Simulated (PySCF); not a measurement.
# [CrF6]-: what the settings change

The complex [CrF6]- (charge -1) contains Cr(V), shell d1. The structure is a PBE0-D3(BJ)/def2-SVP geometry optimised for multiplicity 2; coordination octahedral, point group Oh, metal–donor distances 1.75 Å.

The d shell alone is too small an active space for [CrF6]- (an active orbital has only 0.65 squared overlap with the free ion's shell): its levels, fitted parameters, g values and moments show what this model gives and aren't sound predictions.

```
7

Cr    0.0000    0.0000    0.0000
F     0.0000    0.0000    1.7452
F     0.0000    0.0000   -1.7452
F     1.7452    0.0000    0.0000
F    -1.7452    0.0000    0.0000
F     0.0000    1.7452    0.0000
F     0.0000   -1.7452    0.0000
```

Method (PySCF 2.14, density fitting): CASSCF(1,5) with orbitals averaged over all microstates of the shell, strongly contracted NEVPT2 on the averaged canonical orbitals; basis x2c-TZVPall on the metal, x2c-SVPall elsewhere; spin-free X2C; IEF-PCM dichloromethane; spin-orbit coupling by state interaction with the mean-field operator over all roots.

Base run: NEVPT2 ground state 2T2g, next 2Eg at 32010, 10Dq(NEVPT2) 32010, ζ 262 cm⁻¹, μeff(300 K) 1.55 μB.

What happens with the basis x2c-TZVPall on all atoms?

NEVPT2 ground state 2T2g, next 2Eg at 31408, 10Dq(NEVPT2) 31408, ζ 262 cm⁻¹, μeff(300 K) 1.54 μB. It took 44 s against 16 s on a shared host of the same kind.

Charge-transfer states lie outside this active space and may come lower than some of these levels. The ground state is orbitally degenerate in this regular structure, which would distort (Jahn–Teller), so its moment is that of the undistorted model. NEVPT2 lifts 2Eg from 28083 to 32010 cm⁻¹; on the d shell alone it tends to overshoot states that fill the eg-type orbitals. NEVPT2 on the d shell alone tends to put d–d bands too high for such charged or covalently bound ions.
